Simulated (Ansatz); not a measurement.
Molecule: C₄H₂ISe, charge 0, multiplicity 2. It need not be the lowest isomer of its formula. SMILES: Ic1[c][se]cc1
Geometry from a B3LYP-D3(BJ)/def2-TZVP (Ansatz, a first-principles code) optimisation:
```
C
C 1 1.3556
H 2 1.0781 1 127.55
H 1 1.0811 2 123.35 3 0.00
C 1 1.4408 4 122.08 2 -180.00
C 5 1.3374 1 113.36 4 -180.00
Se 6 1.8586 5 114.71 1 0.00
I 5 2.0969 6 123.37 7 -180.00
```
Charge 0, spin multiplicity 2.

Property: atomisation energy (electronic, to ground-state atoms), in eV. Correlated levels leave the core frozen unless marked. UHF or UKS for open shells. Spin-orbit coupling is left out. The frozen core is the preceding noble-gas configuration, with the filled d and f shells of earlier blocks. In def2 rows, elements after Kr have scalar-relativistic effective core potentials. The coupled-cluster limit lacks core correlation, which all-electron functionals hold. Basis-set limits of correlation are two-point, X^-3; Hartree-Fock from the larger set.

The UHF reference is spin-contaminated (<S^2> 0.44 over the pure value in the largest basis). 

```csv
level,program,atomisation energy (eV)
SVWN5/def2-TZVPD,Ansatz,40.21
PBE-D3(BJ)/def2-TZVPD,Ansatz + dftd3,(withheld)
r2SCAN-D3(BJ)/def2-TZVPD,Ansatz + dftd3,34.11
PBE0/def2-QZVPP,Ansatz,34.16
BHLYP/def2-TZVPD,Ansatz,(withheld)
r2SCANh-D4/def2-TZVPD,Ansatz + dftd4,33.73
"CCSD(T)/CBS(def2-TZVPP,def2-QZVPP)",Ansatz,(withheld)
```

Task: Fill in the missing entries.

Result: 
- PBE-D3(BJ)/def2-TZVPD, atomisation energy (eV): 35.54
- BHLYP/def2-TZVPD, atomisation energy (eV): 31.44
- CCSD(T)/CBS(def2-TZVPP,def2-QZVPP), atomisation energy (eV): 33.28
